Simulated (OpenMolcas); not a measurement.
**Ta4+: moving the ligands**

Ta4+ with 6 ligands (chloride) in octahedral coordination (Oh) at 2.44 Å. A charge of +0.333 e stands 2.4 Å behind each ligand. Ligand basis ANO-RCC-VDZP.

```yaml
Program: OpenMolcas
Method: CASSCF
Basis: ANO-RCC-VTZP [8s7p5d3f2g1h]
Scalar_Hamiltonian: DKH2, point nucleus
Active_space: 1 electron in 5 orbitals (5d)
State_averaging: 2S+1 = 2 even, 5 roots
Spin-orbit_coupling: state interaction with AMFI integrals over the reference wave functions
```

Runs around this geometry, states (labels of O, the rotations of Oh). Energies in cm-1 above the lowest state or level, χT in cm3 K/mol; under a threefold ground state the first gap can be a small split of the lowest multiplet, not the spin-orbit step; 10Dq is the gap between the two states.

```csv
R (Å),Ground state,First state of that spin,10Dq,First gap with spin-orbit (degeneracies),χT at 300 K
2.41,2T2,2E 24968,24968,"3399 (4, 2)",0.046
2.44,2T2,2E 23736,23736,"3447 (4, 2)",0.047
2.58,2T2,2E 18690,18690,"3650 (4, 2)",0.050
```

Taking |10Dq| as R^-n, n = -ln(18690 / 24968) / ln(2.58 / 2.41) = 4.2 between the shortest and longest distance. The point-charge formula for a cubic d site gives n = 5.

An orbital triplet at a regular site is open to Jahn-Teller coupling, which can distort the site and quench the lowest spin-orbit gaps and is left out. With metal d orbitals alone the field can be off either way by tens of per cent. Ligand-to-metal charge-transfer states are missing. The least metal-like active orbital is 70 % on the metal (Löwdin) and no ligand orbital is active, so the numbers are rough (holds for R = 2.41). The least metal-like active orbital is 72 % on the metal (Löwdin) and no ligand orbital is active, so the numbers are rough (holds for R = 2.44). The least metal-like active orbital is 76 % on the metal (Löwdin) and no ligand orbital is active, so the numbers are rough (holds for R = 2.58). No measured value stands beside these numbers; the geometry is a model, was not optimised and need not be the one that this ion takes.
